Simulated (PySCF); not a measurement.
Cl2GeH, multiplicity 2. Atoms are numbered in the order given.

```xyz
4

Cl     0.0247     0.6407     1.7602
Ge    -0.0649    -0.6339     0.0000
Cl     0.0247     0.6407    -1.7602
H      1.2368    -1.4983     0.0000
```
Charge 0, spin multiplicity 2.

Geometry optimised at B3LYP-D3(BJ)/def2-TZVP. The isomer is the one that the SMILES or the coordinates give; other isomers of the formula were not compared.

Computed with TDA-LC-ωPBE/def2-SVPD (PySCF).

Vertical excitations. 

```json
[
 {"state": "root 1", "energy (eV)": "4.52", "λ (nm)": "275", "f": "0.008", "main pairs": "β HOMO−1→LUMO 93 %"},
 {"state": "root 2", "energy (eV)": "4.61", "λ (nm)": "269", "f": "0.000", "main pairs": "β HOMO→LUMO 95 %"},
 {"state": "root 3", "energy (eV)": "4.84", "λ (nm)": "256", "f": "0.011", "main pairs": "β HOMO−2→LUMO 90 %"},
 {"state": "root 4", "energy (eV)": "4.99", "λ (nm)": "248", "f": "0.013", "main pairs": "α HOMO→LUMO 84 %, β HOMO−3→LUMO 8 %"},
 {"state": "root 5", "energy (eV)": "5.35", "λ (nm)": "232", "f": "0.060", "main pairs": "α HOMO→LUMO+1 88 %"},
 {"state": "root 6", "energy (eV)": "5.41", "λ (nm)": "229", "f": "0.037", "main pairs": "α HOMO→LUMO 8 %, β HOMO−3→LUMO 83 %"},
 {"state": "root 7", "energy (eV)": "6.07", "λ (nm)": "204", "f": "0.003", "main pairs": "β HOMO−5→LUMO 86 %"},
 {"state": "root 8", "energy (eV)": "6.30", "λ (nm)": "197", "f": "0.029", "main pairs": "β HOMO−4→LUMO 90 %"},
 {"state": "root 9", "energy (eV)": "6.52", "λ (nm)": "190", "f": "0.074", "main pairs": "α HOMO→LUMO+2 65 %, α HOMO→LUMO+3 22 %"},
 {"state": "root 10", "energy (eV)": "7.14", "λ (nm)": "174", "f": "0.005", "main pairs": "α HOMO−1→LUMO 57 %, β HOMO→LUMO+1 20 %"}
]
```
Unrestricted roots are not spin-pure.
